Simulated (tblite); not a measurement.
Run record: nudged-elastic-band run, `CS[SiH2][SeH]`.

Computed with GFN2-xTB (tblite), gas phase: nudged elastic band of 9 images (0 to 8), spring 0.2 eV/Å², climbing image at the end, force threshold 0.05 eV/Å. The top image wasn't refined or checked by frequencies; at this threshold it can lie a kcal/mol or more above the true saddle point of the method. A driver script takes a list of jobs; this job's settings line and coordinates (Å) are shown. «atoms» counts from 0 and names the dihedral (Se4–Si3–S2–C1 when counted from 1); «turn» is the rotation in degrees that makes the guess of the end point.

Command:
```bash
OMP_NUM_THREADS=1 python probes_run.py task.json out
```

Input:
```
{"job": {"kind": "neb", "xc": "GFN2-xTB", "basis": "xTB", "atoms": [3, 2, 1, 0], "turn": 120}, "charge": 0, "multiplicity": 1}
C     -1.788446    -0.534429     0.007758
S     -0.063742    -1.089288     0.103278
Si     0.918136     0.740435    -0.408219
Se     3.152785     0.348452    -0.362960
H     -1.951531     0.278106     0.708074
H     -2.014228    -0.217382    -1.005114
H     -2.404775    -1.385835     0.276456
H      0.518740     1.144488    -1.751811
H      0.578963     1.760553     0.578125
H      3.062982    -1.040445    -0.020957
```

Output:
```
image   E - E0 / eV
  0      -0.0000
  1       0.0120
  2       0.0395
  3       0.0664
  4       0.0759
  5       0.0647
  6       0.0444
  7       0.0381
  8       0.0151
```

Task: Read off the barriers.

Result: The highest image is 4: 0.076 eV (1.75 kcal/mol) above the start and 0.061 eV (1.40 kcal/mol) above the end. The band met its force threshold.

Task: Which dihedral does each image have?

Result: 0: 180°, 1: -163°, 2: -146°, 3: -128°, 4: -110°, 5: -93°, 6: -76°, 7: -60°, 8: -51°.

Task: Give the geometry of the highest image and of the end point.

Result: 
Image 4:
```
atom  x, y, z in Å
C1     -1.650   -0.669   -0.163
S2     -0.233   -0.515    0.968
Si3     0.920    0.994   -0.043
Se4     2.820    0.067   -0.901
H5     -2.176    0.278   -0.217
H6     -1.309   -0.972   -1.147
H7     -2.292   -1.434    0.261
H8      0.107    1.496   -1.143
H9      1.258    2.020    0.929
H10     2.564   -1.260   -0.420
```

Image 8:
```
atom  x, y, z in Å
C1     -1.460   -0.814   -0.210
S2     -0.630    0.062    1.154
Si3     0.834    1.189    0.070
Se4     2.034   -0.145   -1.356
H5     -1.977   -0.099   -0.843
H6     -0.728   -1.374   -0.786
H7     -2.172   -1.494    0.243
H8      0.195    2.149   -0.818
H9      1.681    1.757    1.102
H10     2.232   -1.227   -0.431
```

Hardware: Arm Neoverse V2, one thread, shared host with 192 logical CPUs at a one-minute load of 66. Cost: 1.6 s, 0.19 GiB resident at most.
